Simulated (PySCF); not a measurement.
Spectrum to structure. The calculation used PySCF 2.14.0, density-fitted response routines, TDDFT CAM-B3LYP/def2-SVPD, vertical, gas phase, core orbitals frozen in the response. Geometries: PBE0-D3(BJ)/def2-SVP, one conformer each.

| state | E (eV) | λ (nm) | f |
| --- | --- | --- | --- |
| S1 | 6.49 | 191.0 | 0.0066 |
| S2 | 6.83 | 181.6 | 0.0065 |
| S3 | 6.98 | 177.7 | 0.232 |
| S4 | 7.22 | 171.6 | 0.0034 |
| S5 | 7.41 | 167.2 | 0.043 |
| S6 | 7.58 | 163.7 | 0.0080 |

Question: Which structure fits?
A. `c1ccc(cc1)[Si](C)(C)C`
B. `CC1(C)[C@H]2CC[C@](C)(C2)[C@H]1O`
C. `C1(C(F)=C(F)F)CC=CC1`

Answer: C. Its S1 lies at 6.49 eV; the nearest of the others has S1 at 6.95 eV. S1 is HOMO-1→LUMO (82%). Löwdin shares by element: HOMO carbon 81% or more (atoms not listed hold the other 19%); LUMO carbon 34% or more, fluorine 13% or more (atoms not listed hold the other 52%). At the same level the other candidates give, for their lowest levels:
- `C[Si](C)(C)c1ccccc1`: 5.38 eV (f 0.001); 6.02 eV (f 0.056); 6.69 eV (f 0.010); 6.90 eV (f 0.781); 6.92 eV (f 0.510); T1 4.03 eV; HOMO -8.35, LUMO 0.62 eV
- `CC1(C)[C@H]2CC[C@](C)(C2)[C@H]1O`: 6.95 eV (f 0.002); 7.79 eV (f 0.014); 7.90 eV (f 0.006); 8.17 eV (f 0.028); 8.21 eV (f 0.024); T1 6.73 eV; HOMO -8.79, LUMO 1.09 eV
Triplets come from the Tamm–Dancoff approximation.
